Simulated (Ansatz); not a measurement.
`B[NH][SnH]([NH2])[OH]` + H₂S → `[NH2][SnH]([OH])[SH]` + `BN`  (ligand exchange at the Sn–N bond)

Program: Ansatz. Geometries: PBE0-D4/def2-TZVP. ΔE: electronic, gas phase. CCSD(T)/CBS adds triple-zeta CCSD(T) − MP2 to the extrapolated MP2 energy (def2 sets, frozen cores). This one scheme is used for every species. Functionals use def2-TZVPP. HSE06 is defined as in plane-wave codes. Elements past krypton have def2 core potentials. For Sn outer-core shells are correlated without core-valence functions, which leaves a few kJ/mol of doubt a bond. One conformer a species, not always the lowest.

Question: Is it downhill or uphill in electronic energy at CCSD(T)/CBS, and by how much? (Best estimate.)

Answer: Ansatz gave: Downhill: ΔE = -63.4 kJ/mol.

Question: What do these levels give: ωB97M-V, r2SCAN, HSE06, BHLYP, CAM-B3LYP, RPA@PBE/def2-TZVPP, MP2/def2-SVP, CCSD/def2-SVP, HF/def2-TZVPP, CCSD/def2-TZVPP, SCS-MP2/def2-QZVPP, MP2/CBS(def2)? (Best estimate.)

Answer: Computed: ωB97M-V -67.3, r2SCAN -73.4, HSE06 -76.3, BHLYP -71.6, CAM-B3LYP -67.8, RPA@PBE/def2-TZVPP -52.8, MP2/def2-SVP -59.2, CCSD/def2-SVP -58.6, HF/def2-TZVPP -70.1, CCSD/def2-TZVPP -59.0, SCS-MP2/def2-QZVPP -62.9, MP2/CBS(def2) -67.4 kJ/mol.

Largest T1 diagnostic among the species: 0.014.

At CCSD(T), def2-SVP lies +6.3 kJ/mol from the extrapolated value and def2-TZVPP +5.3 kJ/mol. Leaving LDA and LC-ωPBE aside and taking each functional with its dispersion term where it has one, the values, not all of them listed here, spread over 9.1 kJ/mol, from HSE06-D4 to ωB97X-V. LDA lies +4.6 kJ/mol from PBE without D4. The D4 term adds +3.1 kJ/mol with B3LYP and +1.8 kJ/mol with PBE0; it sums over pairs of atoms, weighted by their polarisabilities, and B3LYP, whose exchange is more repulsive, gets the larger term.

B3LYP here is the variant with VWN-RPA as its local correlation; programs differ in this.
